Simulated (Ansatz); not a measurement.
Ideal-gas functions of GeH3NO, SMILES `[NH2][Ge][OH]` at 298.15 K and 1 bar, from an Ansatz frequency run at PBE0-D4/def2-TZVP.

Molar mass 105.64 g/mol, point group Cs (symmetry number 1), electronic degeneracy 1, moments of inertia 35.754, 65.833, 101.587 u Å². Harmonic wavenumbers (cm⁻¹, unscaled): 263, 314, 385, 464, 662, 678, 693, 844, 1565, 3569, 3685, 3868.

Use S(trans) = R[1.5 ln M + 2.5 ln T − 1.1517]; rotational temperatures θ = 24.2544 K / I; S(rot) = R[ln(√π/σ · √(T³/θAθBθC)) + 1.5]; for each mode x = 1.438777 ν̃/T, S = R[x/(eˣ − 1) − ln(1 − e⁻ˣ)] and H = RT x/(eˣ − 1); 1 cm⁻¹ = 0.0119627 kJ/mol; R = 8.31446 J/(mol·K).

Problem. By hand: the entropy, in J/(mol·K).

Solution. Translation 167.0. Rotation: θ = 0.6784, 0.3684, 0.2388 K, giving 100.0. Vibration, mode by mode: 6.87, 5.61, 4.27, 3.16, 1.48, 1.39, 1.32, 0.73, 0.04, 0.00, 0.00, 0.00, in all 24.9. Electronic 0.0. Sum 291.9 J/(mol·K).

Problem. By hand: H − E and G − E in kJ/mol, counted from the electronic energy.

Solution. Zero-point energy ½ × 16990 × 0.0119627 = 101.6; thermal vibration 4.9; translation, rotation and pV give 4 RT = 9.9. H − E = 116.4 kJ/mol, and G − E = 116.4 − 298.15 × 291.9/1000 = 29.4 kJ/mol.

Vibration gives 9 % of the entropy. The sum counts one conformer and one mirror image; others add a mixing term.
